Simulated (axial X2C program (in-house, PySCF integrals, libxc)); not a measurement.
## What spin–orbit coupling does to InB⁺

All values were computed with an axial X2C code built on PySCF integrals. Spin-free means the one-electron spin-free X2C Hamiltonian; two-component (2c) means X2C with spin–orbit coupling and atomic mean-field two-electron Coulomb and Gaunt terms, so the difference of the two also holds small scalar two-electron terms. Basis: In dyall-cv3z [11s12p9d4f1g], B dyall-v3z [7s6p2d1f] (cores contracted in-house); Gaussian nuclei, density fitting, unrestricted open shells. Masses: In 114.904 u, B 11.009 u.

Spin-free state: M_S = 1/2, Λ = 0 (beyond evenly filled blocks: σα); fragments In+ + B.

```
  level  Re (Å)  ωe (cm⁻¹)  De (eV)  μ (D)
   PBE0   2.995      184.4    0.721   2.69
     HF   3.133      159.3    0.434   2.25
    MP2   3.022      176.6    0.553    n/a
   CCSD   3.029      178.1    0.676    n/a
CCSD(T)   3.008      181.9      n/a    n/a
  B97-3   3.064      168.9    0.650   2.51
```

Correlated methods: 15 electrons correlated (number of frozen shells: In 4 s, 3 p, 1 d; B 1 s), 239 virtual spin orbitals or spinors in MP2, 90 natural virtuals in coupled cluster.

Dipoles are positive if B is the positive end and refer to the centre of mass.

Two-component determinant lowest at the distance of the search:

Ω = 1/2 (⟨Sz⟩ = 0.50, ⟨Lz⟩ = 0.00 at HF); fragments In+ + B.

```json
{"level": "PBE0", "Re (Å)": "2.993", "ωe (cm⁻¹)": "184.3", "De (eV)": "0.723", "μ (D)": "2.70"}
{"level": "HF", "Re (Å)": "3.130", "ωe (cm⁻¹)": "159.4", "De (eV)": "0.435", "μ (D)": "2.26"}
{"level": "MP2", "Re (Å)": "3.026", "ωe (cm⁻¹)": "176.2", "De (eV)": "0.551", "μ (D)": "n/a"}
{"level": "CCSD", "Re (Å)": "3.029", "ωe (cm⁻¹)": "177.9", "De (eV)": "0.677", "μ (D)": "n/a"}
{"level": "CCSD(T)", "Re (Å)": "3.008", "ωe (cm⁻¹)": "181.7", "De (eV)": "n/a", "μ (D)": "n/a"}
{"level": "B97-3", "Re (Å)": "3.063", "ωe (cm⁻¹)": "168.8", "De (eV)": "0.652", "μ (D)": "2.53"}
```

**Question.** From the two tables, how do the constants change at the CCSD(T) level (2c against spin-free)?

**Answer.** At the CCSD(T) level Re is unchanged within 0.001 Å and ωe stays the same within 0.2 cm⁻¹.

Occupations by symmetry block were frozen at the best pattern of an incomplete PBE0 search. Dissociation energies refer to the lowest single-determinant-based atoms at the same level and basis. De is not given where an atomic determinant may have missed its ground term or J level, or where the truncated virtual space spoils (T). Density functionals use the spin component along the axis (collinear). CCSD and (T) use frozen natural virtuals with an MP2 correction for the truncation; (T) itself is uncorrected, so its De runs slightly low. A 2c atom that is not at its ground J level misses part of its spin–orbit lowering, and De is too large by that part (0.04 eV or less for light atoms). This holds for PBE0, B97-3. Without a current term, density functionals place determinants with orbital angular momentum somewhat too high.
